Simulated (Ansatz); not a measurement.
Total energies of [NbO2(OH)2]- (NbO₄H₂⁻) from Ansatz at PBE-D4/def2-TZVPD, gas phase (1 Eh = 27.2114 eV = 2625.5 kJ/mol). The reference geometry is relaxed at r2SCAN-D4/def2-SVPD.

Cartesian coordinates in Å:
```
Nb 0.4640 -0.0265 0.0074
O 2.1309 0.5463 0.1050
O 0.4134 -1.7826 -0.1799
O -0.4459 0.8047 -1.5625
H -0.9764 0.2204 -2.1137
O -0.5175 0.4611 1.6755
H -1.0685 -0.2235 2.0683
```

```tsv
state	geometry	energy (Eh)
charge -1 singlet	reference	-359.25645
charge 0 doublet	reference	-359.09581
charge 0 doublet	relaxed at r2SCAN-D4/def2-SVPD	-359.10500
```

In the def2 sets Nb takes a core potential; there is no spin–orbit coupling.

Task: Work out the vertical ionisation energy to the doublet.

Result: E(charge 0 doublet) − E(charge -1 singlet) = -359.09581 − (-359.25645) = 0.16064 Eh = 4.37 eV. For comparison, −ε of the highest occupied level is 1.10 eV at this level, 3.27 eV less.

Task: How much does the charge 0 doublet relax, and what is the adiabatic ionisation energy?

Result: Relaxation: -359.09581 − (-359.10500) = 0.00919 Eh = 0.25 eV. Adiabatic ionisation energy: 0.15145 Eh = 4.12 eV, without zero-point energy. 

At PBE-D4/def2-TZVPD the gap within one spin of the charge 0 doublet nearly closes, so an electron or hole may be smeared out by delocalisation error.
